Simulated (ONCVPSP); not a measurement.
Plane-wave convergence, ONCV potential for Sc (Z = 21)

ONCVPSP 4.0.1 input, shortened (lines: element, Z, core and valence counts, functional; n l f; lmax; l rc ep ncon nbas qcut; lloc lpopt rc5 dvloc0; l nproj debl; icmod fcfact rcfact), PBE, scalar-relativistic:

```
  Sc 21.00    3    2        4      upf
    1    0    2.00
    2    0    2.00
    2    1    6.00
    3    0    2.00
    3    1    6.00
    2
    0    1.50    0.00    4    8   10.20
    1    1.10    0.00    5   10    6.40
    2    1.50    0.37    4    7    7.00
    4    5    0.90    0.00
    0    2    2.20
    1    2    3.40
    2    2    1.80
    3    5.50    1.40
```

In the s channel the program set the typed energies aside and used -3.176, 0.250 Ha. In the d channel the program set the typed energies aside and used -1.187, 0.613 Ha.

Task: For each optimised wave give the share of its norm inside rc, the residual kinetic energy above qcut (Ha) and the cutoffs (Ha) for errors of 10, 1, 0.1 and 0.01 mHa per electron.

Result:

| wave | norm inside rc | residual KE | 10 mHa | 1 mHa | 0.1 mHa | 0.01 mHa |
| --- | --- | --- | --- | --- | --- | --- |
| 3s | 0.875 | 1.6e-08 | 21.6 | 28.8 | 34.9 | 40.0 |
| s projector 2 | 0.027 | 7.2e-09 | 14.9 | 24.4 | 32.0 | 38.3 |
| 3p | 0.524 | 1.8e-03 | 12.5 | 36.4 | 236.8 | 279.6 |
| p projector 2 | 0.026 | 2.4e-04 | 10.8 | 15.1 | 49.0 | 303.4 |
| d projector 1 | 0.654 | 7.7e-03 | 23.8 | 65.1 | 79.5 | 109.1 |
| d projector 2 | 0.056 | 6.2e-03 | 23.0 | 32.0 | 78.9 | 95.1 |

The occupied waves need 36 Ha and 237 Ha for 1 and 0.1 mHa. 1 of 4 tests not solved or not reliable.
